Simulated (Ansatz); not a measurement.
HgI2, charge +1, doublet, at a GFN2-xTB geometry (such geometries of metal compounds can be far from the true shape) (a state made from the parent by changing its charge; the spin is typed, not shown lowest) (core potentials on Hg, I), with bond 3-1 at 1.8 times its length; HF/def2-SV(P) (Ansatz, an electronic-structure program).

Ansatz was given this input:
Ansatz 0.2 input:
```yaml
crystal:
  periodic: [false, false, false]
  atoms:
    - {symbol: Hg, position_ang: [0.00000000, 0.00000000, 0.00000000]}
    - {symbol: I, position_ang: [0.00000000, 0.00000000, 2.68280601]}
    - {symbol: I, position_ang: [0.00000000, 0.00000000, -4.82905082]}
basis:
  gaussian:
    orbitals: def2-SV_P_.json
hamiltonian:
  xc: hf
total_charge: 1
magnetization: {spin_polarized: true, initial_magnetization: 1}
scf: {lower_state_search: off}
```
The basis file holds def2-SV(P) in the JSON format of the Basis Set Exchange.

Q: What does Ansatz print? Leave out banner, timings and long lists.

A: 
```
Functional definition: HF
these checks for a lower state are left out or cut short: stability, starts, cluster_reference, orbital_swaps, neighbouring_geometries, increment
996 factors; integrals over basis functions are off by at most 1.6e-4 eV
mean field evaluation 1: about -20285.9900 eV, gradient 1.4e1 eV
mean field evaluation 2: about -20286.1110 eV, gradient 1.4e1 eV
mean field evaluation 4: about -20287.6151 eV, gradient 1.0e0 eV
mean field evaluation 8: about -20287.6321 eV, gradient 2.8e-2 eV
mean field evaluation 16: about -20287.6321 eV, gradient 2.3e-3 eV
mean field evaluation 32: about -20287.6323 eV, gradient 5.8e-7 eV
mean field -20287.63233361 eV, -745.5567368090 hartree, gradient 5.3e-6 eV, S^2 0.769271; 0 other end points of the search recorded, 0 dependent functions left out
reference -20287.63233361 eV, -745.5567368090 hartree; 35, 34 occupied and 42, 43 virtual orbitals, 996 factors
Total energy: -20287.63233361 eV, -745.5567368090 hartree
Checks for a lower state left out: stability, starts, cluster_reference, orbital_swaps, neighbouring_geometries, increment
```
